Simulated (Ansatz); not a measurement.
Input file for Ansatz (a quantum-chemistry and plane-wave program): R-CCSD(T)/aug-cc-pVDZ on H2 (SMILES [H][H]) with ghost functions, monomers drawn apart or pushed together.

Ansatz 0.2 input:
```yaml
crystal:
  periodic: [false, false, false]
  atoms:
    - {symbol: H, position_ang: [-0.12591522, -0.36492869, 4.29066765]}
    - {symbol: H, position_ang: [-0.16750650, -0.49627944, 5.02286883]}
basis:
  gaussian:
    orbitals: aug-cc-pVDZ
    ghost_atoms:
      - {symbol: C, position_ang: [0.17010812, 0.56811623, -0.69665969]}
      - {symbol: N, position_ang: [0.09934828, 0.34565917, 0.42524776]}
      - {symbol: H, position_ang: [0.23595863, 0.77510770, -1.74111715]}
magnetization: {spin_polarized: false}
correlation: {method: ccsd_t, electrons: outside_noble_gas}
scf: {lower_state_search: off}
```

Output:

```
WARN ansatz: RAYON_NUM_THREADS=1 ignored (pool sized by the plan → 1); use --threads N
Functional definition: HF
these checks for a lower state are left out or cut short: stability, starts, cluster_reference, orbital_swaps, neighbouring_geometries, increment
integrals: 0.04 GiB planned
503 factors; integrals over basis functions are off by at most 1.1e-3 eV
mean field: 0.07 GiB planned
mean field evaluation 1: about -30.6241 eV, gradient 3.8e0 eV
mean field evaluation 2: about -30.6231 eV, gradient 3.7e0 eV
mean field evaluation 4: about -30.7172 eV, gradient 5.8e-2 eV
mean field evaluation 8: about -30.7172 eV, gradient 2.9e-6 eV
mean field -30.71723448 eV, -1.1288375463 hartree, gradient 3.0e-6 eV, S^2 0.000000; 0 other end points of the search recorded, 0 dependent functions left out
reference -30.71723448 eV, -1.1288375463 hartree; 1, 1 occupied and 72, 72 virtual orbitals, 503 factors
second order -0.74497527 eV of doubles, -0.00000000 eV of singles
coupled cluster: 0.15 GiB planned
cycle   1  -0.91045561 eV  change   -1.7e-1 eV  update   2.6e-2
cycle   2  -0.97697781 eV  change   -6.7e-2 eV  update   9.1e-3
cycle   3  -0.97807176 eV  change   -1.1e-3 eV  update   1.2e-3
cycle   4  -0.97812766 eV  change   -5.6e-5 eV  update   1.6e-4
cycle   5  -0.97809688 eV  change    3.1e-5 eV  update   2.5e-5
cycle   6  -0.97809380 eV  change    3.1e-6 eV  update   7.1e-6
cycle   7  -0.97809566 eV  change   -1.9e-6 eV  update   1.6e-6
perturbative correction 0.00000000 eV, 0.0000000000 hartree
Total energy: -31.69533014 eV, -1.1647818987 hartree
Checks for a lower state left out: stability, starts, cluster_reference, orbital_swaps, neighbouring_geometries, increment
```

The calculation finished and met its thresholds.

Cost: about 0.7 core-seconds (a rough figure).
